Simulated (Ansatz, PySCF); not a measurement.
Spin states of O2Ru (SMILES [O]=[Ru]=[O]), each relaxed with B3LYP-D3(BJ)/def2-TZVP.
State 1 (charge 0, multiplicity 1):
```xyz
3

Ru     0.14609    -0.04425     0.15593
O      1.15992     0.24015    -1.14317
O     -1.33928    -0.14863     0.91692
```
State 2 (charge 0, multiplicity 5):
```xyz
3

Ru     0.3813    -0.1340     0.4243
O      0.9014     0.2631    -1.1612
O     -1.3160    -0.0818     0.6666
```

| level | energy of the multiplicity-5 state less that of the multiplicity-1 state (eV) | cost |
|---|---|---|
| BLYP/def2-TZVPP | 0.902 | ×1 |
| BLYP-D3(BJ)/def2-TZVPP | 0.899 | ×1 |
| r2SCAN-D4/def2-TZVPP | 0.307 | ×1 |
| r2SCANh/def2-TZVPP | 0.295 | ×1 |
| B3LYP/def2-TZVPP | 0.839 | ×0.6 |
| B3LYP-D4/def2-TZVPP | 0.836 | ×0.6 |
| PBE0/def2-TZVPP | 0.693 | ×0.8 |
| PBE0-D3(BJ)/def2-TZVPP | 0.692 | ×0.8 |
| PBE0-D4/def2-TZVPP | 0.692 | ×0.8 |
| BHLYP/def2-TZVPP | 0.603 | ×1 |
| CAM-B3LYP/def2-TZVPP | 0.882 | ×0.8 |
| CAM-B3LYP-D3(BJ)/def2-TZVPP | 0.881 | ×0.8 |
| B2PLYP-D3(BJ)/def2-TZVPP | 1.190 | ×3 |
| B2PLYP-D4/def2-TZVPP | 1.190 | ×3 |

The rows run from 0.295 (r2SCANh/def2-TZVPP) to 1.190 eV (B2PLYP-D4/def2-TZVPP). The dispersion term adds -0.003 in BLYP-D3(BJ), -0.003 in B3LYP-D4, -0.001 in PBE0-D3(BJ). The 6 functionals in def2-TZVPP without D3 or D4 span 0.606, from r2SCANh to BLYP.

Singlets are restricted, other states unrestricted; no spin–orbit coupling, no relativity up to Kr; see below for the cores. The largest T1 diagnostic is 0.096.

Correlated levels freeze the inner cores; with def2 sets outer-core shells near the valence are correlated too.

Doubts at one or more of the structures used: a restricted determinant that unrestricted orbitals would lower (B2PLYP-D3(BJ)/def2-TZVPP, B2PLYP-D4/def2-TZVPP).

Run with Ansatz (a quantum-chemistry and plane-wave program); PySCF for the dispersion terms. Values without a source in brackets are computed. In def2 rows elements past Kr take small-core potentials, without spin–orbit coupling.

Costs are rough ratios of core time to PBE/def2-TZVPP (about 10 s over the structures, on one shared machine); a dash marks a level with no comparable run of its own.
